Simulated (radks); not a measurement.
The samarium ion Sm+ inside a hard spherical wall (all orbitals vanish at R), configuration held at [Xe] 4f6 6s1 and not refilled when levels cross. Calculated with a radial shooting solver on a logarithmic mesh with Libxc functionals: scalar-relativistic Kohn-Sham, PBE, spin-unpolarised, spherical densities, finite nucleus; Fermi nuclear charge, rms radius 5.0819 fm. Eigenvalues in eV, with the zero of energy where the potential of the charges vanishes at infinity; a dash marks a level that is unbound or too diffuse for the functional's potential to be trusted. A positive occupied level is held by the wall or, in an anion where self-interaction has pushed it up, behind a barrier. The pressure on the wall is -dE/dV.

| R (bohr) | E (hartree) | kinetic (hartree) | e(5s) | e(5p) | e(4f) | e(6s) | e(5d, empty) | e(6p, empty) | pressure (GPa) |
|---|---|---|---|---|---|---|---|---|---|
| free | -10426.3103 | 11143.663 | -49.422 | -29.376 | -8.567 | -8.419 | -7.202 | -5.308 | 0 |
| 8 | -10426.3051 | 11143.707 | -49.221 | -29.180 | -8.367 | -8.170 | -7.010 | -4.636 | 0.215 |
| 5 | -10426.1693 | 11144.345 | -47.535 | -27.584 | -6.582 | -3.899 | -4.836 | 2.565 | 15.1 |
| 4 | -10425.8269 | 11145.837 | -45.201 | -25.321 | -3.843 | 4.570 | -1.157 | 14.503 | 95.5 |
| 3.5 | -10425.3191 | 11148.058 | -42.550 | -22.565 | -0.587 | 14.955 | 3.228 | 27.902 | 289 |
| 2.5 | -10420.6048 | 11166.798 | -25.610 | -2.954 | 19.056 | 82.057 | 31.675 | 105.97 | 4260 |
| 2 | -10409.6733 | 11204.921 | 5.422 | 34.057 | 47.528 | 192.97 | 80.674 | 226.97 | 22500 |
